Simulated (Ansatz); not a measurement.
`BC[CH2][GaH2]`, one more setting.

```yaml
crystal:
  periodic: [false, false, false]
  atoms:
    - {symbol: B, position_ang: [-0.858375, 1.246123, 0.298659]}
    - {symbol: C, position_ang: [-0.516273, 0.374359, -0.922607]}
    - {symbol: C, position_ang: [0.034845, -1.014783, -0.588076]}
    - {symbol: Ga, position_ang: [1.135685, -0.760185, 1.048193]}
    - {symbol: H, position_ang: [-1.593490, 2.188204, 0.295229]}
    - {symbol: H, position_ang: [-0.279777, 1.020904, 1.350343]}
    - {symbol: H, position_ang: [-1.267678, 0.388017, -1.719775]}
    - {symbol: H, position_ang: [0.307636, 1.007578, -1.323817]}
    - {symbol: H, position_ang: [-0.786572, -1.702144, -0.372041]}
    - {symbol: H, position_ang: [0.600736, -1.445222, -1.418374]}
    - {symbol: H, position_ang: [2.387507, 0.194857, 0.947303]}
    - {symbol: H, position_ang: [0.835767, -1.497708, 2.404942]}
basis:
  gaussian: {orbitals: def2-TZVP}
hamiltonian: {xc: {name: PBE0}, pseudopotentials: {relativity: scalar}}
output: {forces: true}
```

```sh
$ ansatz run in.yaml --threads 4 --pin off --events-out ev --progress --plain --max-ram 10444MiB
```

Shortened log:

```
Functional definition: PBE0
1294 factors; their error is unknown
mean field evaluation 1: about -55649.9680 eV, gradient 6.4e1 eV
mean field evaluation 2: about -55640.6023 eV, gradient 8.7e1 eV
mean field evaluation 4: about -55658.7695 eV, gradient 2.4e0 eV
mean field evaluation 8: about -55658.7838 eV, gradient 3.9e-2 eV
mean field evaluation 16: about -55658.9573 eV, gradient 8.5e-5 eV
mean field -55658.95732557 eV, -2045.4289547183 hartree, gradient 1.1e-5 eV, S^2 0.000000; 0 other end points of the search recorded, 0 dependent functions left out
reference -55658.95736271 eV, -2045.4289560834 hartree; 28, 28 occupied and 161, 161 virtual orbitals, 1294 factors
Total energy: -55658.95736271 eV, -2045.4289560834 hartree
Relativity: scalar
Atom 0 at    -0.858375     1.246123     0.298659 Å, force     0.003375     0.004097     0.015218 eV/Å
Atom 1 at    -0.516273     0.374359    -0.922607 Å, force     0.005397    -0.002318     0.002614 eV/Å
Atom 2 at     0.034845    -1.014783    -0.588076 Å, force     0.089127     0.038078     0.153828 eV/Å
Atom 3 at     1.135685    -0.760185     1.048193 Å, force    -0.015396    -0.024258    -0.058441 eV/Å
Atom 4 at    -1.593490     2.188204     0.295229 Å, force    -0.003579     0.003490    -0.004238 eV/Å
Atom 5 at    -0.279777     1.020904     1.350343 Å, force    -0.005253     0.000727    -0.009270 eV/Å
Atom 6 at    -1.267678     0.388017    -1.719775 Å, force     0.001421    -0.005873     0.000099 eV/Å
Atom 7 at     0.307636     1.007578    -1.323817 Å, force    -0.002683    -0.002552    -0.000128 eV/Å
Atom 8 at    -0.786572    -1.702144    -0.372041 Å, force     0.008024     0.002992     0.009265 eV/Å
Atom 9 at     0.600736    -1.445222    -1.418374 Å, force     0.012600     0.002591     0.013525 eV/Å
Atom 10 at     2.387507     0.194857     0.947303 Å, force    -0.128654    -0.100222     0.020063 eV/Å
Atom 11 at     0.835767    -1.497708     2.404942 Å, force     0.035622     0.083247    -0.142536 eV/Å
Dipole moment:    -0.158354     0.022190    -0.268323 e Å
```

It took 3.4 s on 4 threads of an Intel Xeon on a shared host, with 0.51 GiB of host memory at the peak.
